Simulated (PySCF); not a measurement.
# [Dy(NH3)6]3+ at several levels of theory

Computed with PySCF 2.14.0 (density fitting, no spin-orbit coupling) at the geometry relaxed with BP86:

```xyz
25
[Dy(NH3)6]3+ (singlet in the valence; each metal's 4f electrons, 9 of them, lie in its core potential, out of spins and levels)
Dy    0.0065   -0.0020    0.0035
N     0.1920   -0.0216    2.5425
H     0.7283    0.7652    2.9579
H    -0.7080    0.0181    3.0595
H     0.6551   -0.8555    2.9544
N     0.2410   -0.0264   -2.5336
H     0.7836   -0.8194   -2.9291
H    -0.6535   -0.0774   -3.0611
H     0.7061    0.8020   -2.9542
N     2.5451    0.0280    0.1618
H     2.9710   -0.7818    0.6551
H     3.0532    0.0364   -0.7446
H     2.9560    0.8417    0.6615
N    -0.2091    2.5179   -0.2242
H    -0.4447    3.0292    0.6499
H     0.6445    3.0114   -0.5546
H    -0.9373    2.8493   -0.8881
N    -2.5255    0.0230    0.2782
H    -2.9192    0.8462    0.7752
H    -3.0687    0.0115   -0.6081
H    -2.9299   -0.7770    0.8036
N    -0.2361   -2.5214   -0.2187
H    -0.4977   -3.0252    0.6523
H    -0.9553   -2.8444   -0.8955
H     0.6160   -3.0292   -0.5290
```

```
level                                                 basis    state  HOMO (eV)  gap (eV)  charge on Dy1 (e)  population of f-type functions on Dy1 (polarisation alone where 4f lies in the core)  dipole about the centre of mass (D)  largest force component (eV/Å)
 BP86     Dy lcecp-1-SVP with ECP55, N def2-SVP, H def2-SVP  singlet     -19.78      6.24               1.00                                                                                  0.03                                 0.04                            0.02
 BP86  Dy lcecp-1-TZVP with ECP55, N def2-TZVP, H def2-TZVP  singlet     -19.80      6.25               1.75                                                                                  0.05                                 0.03                            0.42
```

In the lcecp rows the 4f levels are missing from HOMO and gap, and the state counts the valence alone.

Charges are Mulliken's, which hang on the basis. The relaxation used the grid (50, 194), these runs (75, 302) or, all-electron (x2c bases, spin-free X2C Hamiltonian), (99, 590).

Problem. Order these levels, in the first row's basis, by the HOMO–LUMO gap they give here, smallest first.
A. wB97X
B. CAM-B3LYP
C. M06-L
D. PBE0

Solution. C (7.06 eV), D (8.85 eV), B (11.46 eV), A (13.52 eV).

Problem. And their other results?

Solution. 
| level | state | HOMO (eV) | gap (eV) | charge on Dy1 (e) | population of f-type functions on Dy1 (polarisation alone where 4f lies in the core) | dipole about the centre of mass (D) | largest force component (eV/Å) |
| --- | --- | --- | --- | --- | --- | --- | --- |
| PBE0 | singlet | -21.28 | 8.85 | 1.22 | 0.03 | 0.04 | 0.44 |
| wB97X | singlet | -23.82 | 13.52 | 1.17 | 0.04 | 0.03 | 0.47 |
| M06-L | singlet | -20.13 | 7.06 | 1.41 | 0.03 | 0.04 | 0.43 |
| CAM-B3LYP | singlet | -22.73 | 11.46 | 1.15 | 0.04 | 0.04 | 0.43 |

In the first row's basis the gap widens with exact exchange: 6.2 to 7.1 eV for BP86, M06-L (none); 8.9 eV for PBE0 (a fixed share); 11.5 to 13.5 eV for CAM-B3LYP, wB97X (rising or full at long range).

No frequency check is given that shows the relaxed geometry to be a minimum, and it was reached by following one of several unstable modes of a saddle point. An lcecp potential fixes the number of 4f electrons, so in runs with it no electron can move into or out of that shell.
